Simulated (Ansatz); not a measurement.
Total energies of BiMe2F (C₂H₆BiF) from Ansatz at r2SCAN-D4/def2-TZVP, gas phase (1 Eh = 27.2114 eV = 2625.5 kJ/mol). The reference geometry is relaxed at PBE0-D4/def2-SVP.

```csv
state,geometry,energy (Eh)
charge 0 singlet,reference,-394.40916
charge 1 doublet,reference,-394.07593
free Bi atom (quartet),–,-214.71773
free C atom (triplet),–,-37.83292
free H atom (doublet),–,-0.49993
free F atom (doublet),–,-99.72763
```

In the def2 sets Bi takes a core potential; there is no spin–orbit coupling.

(1) Work out the vertical ionisation energy to the doublet.

(2) What is the binding energy per atom against free atoms?

(1) E(charge 1 doublet) − E(charge 0 singlet) = -394.07593 − (-394.40916) = 0.33323 Eh = 9.07 eV. For comparison, −ε of the highest occupied level is 6.35 eV at this level, 2.72 eV less.

(2) Atoms: 1 × (-214.71773) + 2 × (-37.83292) + 6 × (-0.49993) + 1 × (-99.72763) = -393.11078 Eh. Binding: -393.11078 − (-394.40916) = 1.29838 Eh = 35.33 eV, or 3.53 eV for each of 10 atoms (no zero-point energy, no counterpoise term).
